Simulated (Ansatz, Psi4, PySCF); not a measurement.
Cl3Ga (SMILES [Cl][Ga]([Cl])[Cl]), singlet, at a GFN2-xTB geometry (such geometries of metal compounds can be far from the true shape). Base run: PBE0/def2-SVP run with PySCF.

Here is a job for PySCF.
```python
from pyscf import gto, scf, dft

mol = gto.Mole()
mol.atom = '''
    Ga    0.000000    0.000000   -0.000000
    Cl   -1.760000   -1.105817   -0.208205
    Cl    0.100325    1.952147   -0.736775
    Cl    1.659675   -0.846330    0.944980
'''
mol.basis = 'def2-svp'
mol.charge = 0
mol.spin = 0
mol.verbose = 4
mol.build()

mf = dft.RKS(mol)
mf.xc = 'pbe0'
mf.kernel()
```

The same geometry, method and basis name were run in Ansatz (an electronic-structure program) and Psi4 and PySCF, at each program's defaults and at the settings that a row names. The base is PySCF at its defaults. Differences at the defaults can come from grids, fitting, cores and function types together.

```json
[
 {"code and settings": "PySCF, defaults (exact integrals, its default grid, spherical functions)", "ΔE vs base (mEh)": "0.000", "basis functions": "86", "E (Eh)": "-3304.23732", "SCF cycles": "8"},
 {"code and settings": "Psi4, defaults (density fitting with its default set, its default grid, spherical functions)", "ΔE vs base (mEh)": "0.005", "basis functions": "86", "E (Eh)": "-3304.23731", "SCF cycles": "9"},
 {"code and settings": "Ansatz, defaults (factorised integrals, its default grid, spherical functions)", "ΔE vs base (mEh)": "0.007", "basis functions": "86", "E (Eh)": "-3304.23731", "SCF cycles": "-"},
 {"code and settings": "PySCF, density fitting with def2-universal-jkfit", "ΔE vs base (mEh)": "0.004", "basis functions": "86", "E (Eh)": "-3304.23731", "SCF cycles": "8"},
 {"code and settings": "PySCF, fine grid", "ΔE vs base (mEh)": "0.004", "basis functions": "86", "E (Eh)": "-3304.23731", "SCF cycles": "8"},
 {"code and settings": "Psi4, exact integrals, spherical functions, fine grid", "ΔE vs base (mEh)": "0.000", "basis functions": "86", "E (Eh)": "-3304.23732", "SCF cycles": "12"},
 {"code and settings": "Ansatz, high accuracy", "ΔE vs base (mEh)": "0.002", "basis functions": "86", "E (Eh)": "-3304.23732", "SCF cycles": "-"}
]
```
